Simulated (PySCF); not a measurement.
Correlation energy of Mo⁺ (molybdenum, charge +1)

[Kr] 4d5, high-spin 6S determinant. Calculation: PySCF 2.14, in ANO-RCC-VTZP (7s6p4d2f1g, 68 functions); scalar relativity by spin-free X2C-1e. Frozen: [Kr]; 5 electrons correlated.

```tsv
level	correlation energy (mhartree)
CCSD	-67.13
(T)	-1.16
CCSD(T)	-68.29
```

Diagnostics: T1 = 0.0026, D1 = 0.0037, largest double amplitude 0.028.

Cost of the coupled-cluster step: about 2.6 core-seconds, for 5 correlated electrons.
